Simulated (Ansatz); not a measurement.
The cluster Cs3H4⁺. Charge 1, multiplicity 1. Geometry r2SCAN-D4/def2-TZVP, that of the neutral doublet.

```xyz
7

Cs    0.673    2.643    0.493
Cs   -0.639    0.137   -2.909
Cs   -1.827   -0.573    0.942
H     1.347   -2.247    1.672
H     0.771   -0.029   -0.450
H     1.325   -1.738    1.118
H    -1.650    1.807   -0.865
```

In the def2 sets Cs takes a core potential; there is no spin–orbit coupling. The structure comes from a short search, and lower isomers may exist.

**Question.** Estimate the orbital energies around the gap (eV) in Ansatz with PBE-D4/def2-TZVP, r2SCAN-D4/def2-TZVP, PBE0-D4/def2-TZVP.

**Answer.** 
```json
{"orbital": "HOMO−5", "PBE-D4/def2-TZVP": "-15.88", "r2SCAN-D4/def2-TZVP": "-16.28", "PBE0-D4/def2-TZVP": "-17.28"}
{"orbital": "HOMO−4", "PBE-D4/def2-TZVP": "-15.87", "r2SCAN-D4/def2-TZVP": "-16.27", "PBE0-D4/def2-TZVP": "-17.28"}
{"orbital": "HOMO−3", "PBE-D4/def2-TZVP": "-15.75", "r2SCAN-D4/def2-TZVP": "-16.14", "PBE0-D4/def2-TZVP": "-17.15"}
{"orbital": "HOMO−2", "PBE-D4/def2-TZVP": "-12.67", "r2SCAN-D4/def2-TZVP": "-13.07", "PBE0-D4/def2-TZVP": "-14.26"}
{"orbital": "HOMO−1", "PBE-D4/def2-TZVP": "-7.28", "r2SCAN-D4/def2-TZVP": "-7.29", "PBE0-D4/def2-TZVP": "-8.26"}
{"orbital": "HOMO", "PBE-D4/def2-TZVP": "-6.86", "r2SCAN-D4/def2-TZVP": "-6.91", "PBE0-D4/def2-TZVP": "-7.81"}
{"orbital": "LUMO", "PBE-D4/def2-TZVP": "-4.35", "r2SCAN-D4/def2-TZVP": "-3.64", "PBE0-D4/def2-TZVP": "-3.76"}
{"orbital": "LUMO+1", "PBE-D4/def2-TZVP": "-3.94", "r2SCAN-D4/def2-TZVP": "-3.22", "PBE0-D4/def2-TZVP": "-3.36"}
{"orbital": "LUMO+2", "PBE-D4/def2-TZVP": "-3.78", "r2SCAN-D4/def2-TZVP": "-3.06", "PBE0-D4/def2-TZVP": "-3.21"}
{"orbital": "LUMO+3", "PBE-D4/def2-TZVP": "-3.13", "r2SCAN-D4/def2-TZVP": "-2.55", "PBE0-D4/def2-TZVP": "-2.51"}
{"orbital": "LUMO+4", "PBE-D4/def2-TZVP": "-2.95", "r2SCAN-D4/def2-TZVP": "-2.36", "PBE0-D4/def2-TZVP": "-2.42"}
{"orbital": "LUMO+5", "PBE-D4/def2-TZVP": "-2.91", "r2SCAN-D4/def2-TZVP": "-2.33", "PBE0-D4/def2-TZVP": "-2.37"}
```
